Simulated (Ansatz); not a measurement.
Stepwise reaction of `[F][Ge]([F])([Br])[Br]` with hydrogen chloride, as a gas-phase model of exchange steps in deposition or etching. ΔE in kJ/mol; ΔG adds harmonic PBE0-D4 terms to CCSD(T)/CBS, at 1 bar.

Calculated with Ansatz (gas phase, PBE0-D4/def2-TZVP geometries, no zero-point term in ΔE). CCSD(T)/CBS adds triple-zeta CCSD(T) − MP2 to the extrapolated MP2 energy (def2 sets, frozen cores). This one scheme is used for every species. Functionals use def2-TZVPP. B3LYP here is the variant with VWN-RPA as its local correlation; programs differ in this. For Br, Ge outer-core shells are correlated without core-valence functions, which leaves a few kJ/mol of doubt a bond. Scalar relativity is left out up to krypton.

| step | reaction | PBE-D4 | B3LYP-D4 | ωB97M-V | CCSD(T)/CBS | ΔG(600 K) |
| --- | --- | --- | --- | --- | --- | --- |
| 2 | `[F][Ge]([F])([Cl])[Br]` + HCl → `[F][Ge]([F])([Cl])[Cl]` + HBr | 8.5 | 7.8 | 6.1 | 8.0 | 10.2 |

Give the row of step 1, `[F][Ge]([F])([Br])[Br]` + HCl → `[F][Ge]([F])([Cl])[Br]` + HBr. (Best estimate.)

The calculation gave: 
| step | reaction | PBE-D4 | B3LYP-D4 | ωB97M-V | CCSD(T)/CBS | ΔG(600 K) |
| --- | --- | --- | --- | --- | --- | --- |
| 1 | `[F][Ge]([F])([Br])[Br]` + HCl → `[F][Ge]([F])([Cl])[Br]` + HBr | 8.7 | 8.0 | 6.2 | 8.1 | 3.4 |

By hand: ΔE of the 2 steps together at CCSD(T)/CBS.

(8.1) + (8.0) = 16.1 kJ/mol, or 8.1 kJ/mol a step.

In ΔE the steps differ by no more than 0.1 kJ/mol. All are uphill at CCSD(T)/CBS. ΔG lies between 3.4 and 10.2 kJ/mol a step. PBE-D4 differs from CCSD(T)/CBS by 0.5 to 0.6 kJ/mol a step. Isolated molecules leave out the surface, adducts and barriers. Largest T1 diagnostic: 0.011.
